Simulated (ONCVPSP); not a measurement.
## Ranking ONCV potentials for Mg

All share these settings but for the change named:

magnesium (Mg), optimised norm-conserving Vanderbilt (ONCV), made with ONCVPSP 4.0.1 (PBEsol, scalar-relativistic). Core [He], reference 2s2 2p6 3s2. Waves: 2s+3s: rc 1.15 bohr, ncon 3, nbas 6, qcut 8.7 1/bohr, 2 projectors; 2p: rc 1.10 bohr, ncon 4, nbas 7, qcut 10.3 1/bohr, 1 projector; d scattering state at 0.11 Ha: rc 1.10 bohr, ncon 4, nbas 8, qcut 8.3 1/bohr, 2 projectors, debl 1.1 Ha. Local part: polynomial inside 0.80 bohr (lpopt 5, dvloc0 2 Ha). Core correction: Teter function, fcfact 1.75, rcfact 1.75.

Test errors are all-electron minus pseudo excitation energies from the reference, over 2s2 2p6 3s1; 2s2 2p6 3s0; 2s2 2p6 3s1.5; 2s2 2p5 3s2. None of these files shows a bound ghost.

The base gives 249.0 meV.

Of 8 variants that were run, those that failed, showed a ghost or another fault, or gave nearly equal values are left out.

A variant can come out equal or close to the base, since the largest error may sit in a test that the change hardly touches while other tests move.

Rank these variants by their largest absolute test error, smallest first.
A. p: qcut 5.7
B. p: qcut 13.7
C. local potential polynomial inside 0.85 bohr (lpopt 5, dvloc0 3 Ha)
D. p: rc 1.48

B (162.2 meV), C (241.4 meV), A (517.0 meV), D (601.4 meV).
